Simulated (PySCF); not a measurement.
Several molecules and their computed UV-vis stick spectra, shuffled. Level of theory: PySCF 2.14.0, density-fitted response routines, TDDFT wB97X-D/def2-SVPD, vertical, gas phase, core orbitals frozen in the response. Geometries: PBE0-D3(BJ)/def2-SVP; one conformer of each isolated species. Triplets are in the Tamm–Dancoff approximation. Atoms past krypton carry core potentials; spin–orbit coupling is left out.

A. `[H]/N=C/C#C`
B. `[S]=[Nb]([Cl])([Cl])[Cl]`
C. `NBS[SiH3]`
D. `c1ccc(cc1)[SiH3]`
E. `[BeH2]`

Lowest singlet levels (six at most, fewer where fewer were computed) with oscillator strengths:

1. 6.26 eV (f 0.010); 6.36 eV (f 0.152); 6.97 eV (f 0.000); 7.15 eV (f 0.001); 7.27 eV (f 0.024); 7.73 eV (f 0.088); T1 5.56 eV
2. 4.81 eV (f 0.001); 5.26 eV (f 0.000); 5.84 eV (f 0.154); 6.65 eV (f 0.000); 7.52 eV (f 0.005); 8.17 eV (f 0.571); T1 3.89 eV
3. 6.36 eV (f 0.000 summed over 2 states); 8.02 eV (f 0.721 summed over 2 states); 9.41 eV (f 0.000); 9.79 eV (f 0.000); 9.79 eV (f 0.035); 9.80 eV (f 0.000); T1 5.93 eV
4. 5.36 eV (f 0.002); 6.02 eV (f 0.061); 6.87 eV (f 0.369); 6.90 eV (f 0.524); 6.92 eV (f 0.321); 7.16 eV (f 0.006); T1 4.12 eV
5. 3.43 eV (f 0.000); 3.67 eV (f 0.008 summed over 2 states); 3.94 eV (f 0.014); 4.46 eV (f 0.000); 4.53 eV (f 0.000 summed over 2 states); 4.69 eV (f 0.000 summed over 2 states) [of 10 roots; the last level is left out, as the window may have cut its degenerate partner]; T1 3.06 eV

Question: Which spectrum belongs to which structure?

Answer: 1 = C, 2 = A, 3 = E, 4 = D, 5 = B.
- A: S1 at 4.81 eV, HOMO-1→LUMO (96%); Löwdin shares by element: HOMO carbon 75%, nitrogen 20%; LUMO carbon 60%, nitrogen 31%; HOMO -9.99 and LUMO 0.21 eV; point group Cs, 2 of its 6 listed states under f = 0.0005.
- B: S1 at 3.43 eV, HOMO-1/HOMO→LUMO/LUMO+1 (≥80%); for S1 the Löwdin share of niobium is 14% in HOMO and 65% in LUMO+1 (ligand-to-metal charge transfer by this measure); HOMO -10.42 and LUMO -1.89 eV; point group C3v, 6 of its 9 listed states under f = 0.0005.
- C: S1 at 6.26 eV, HOMO→LUMO (74%), HOMO→LUMO+2 (13%); Löwdin shares by element: HOMO sulfur 60%, nitrogen 15%, silicon 9%, boron 8%; LUMO boron 32%, sulfur 24%, silicon 14%, hydrogen 7% or more (atoms not listed hold the other 22%); HOMO -9.04 and LUMO 1.57 eV.
- D: S1 at 5.36 eV, HOMO-1→LUMO (55%), HOMO→LUMO+1 (44%); Löwdin shares by element: HOMO carbon 67% or more (atoms not listed hold the other 33%); LUMO carbon 63% or more (atoms not listed hold the other 37%); HOMO -9.17 and LUMO 0.96 eV.
- E: S1 at 6.36 eV, HOMO→LUMO/LUMO+1 (90%), HOMO→LUMO+4 (9%); Löwdin shares by element: HOMO hydrogen 53%, beryllium 47%; LUMO (one of a set within 0.03 eV) beryllium 83%, hydrogen 17%; HOMO -10.81 and LUMO 0.68 eV; point group D∞h, 5 of its 8 listed states under f = 0.0005.
C and E have S1 within 0.11 eV of each other; their strongest listed levels stand at 6.36 eV (f 0.152) and 8.02 eV (f 0.721).

A slash joins orbitals within 0.01 eV of each other, whose weights are summed (≥ marks a lower bound).
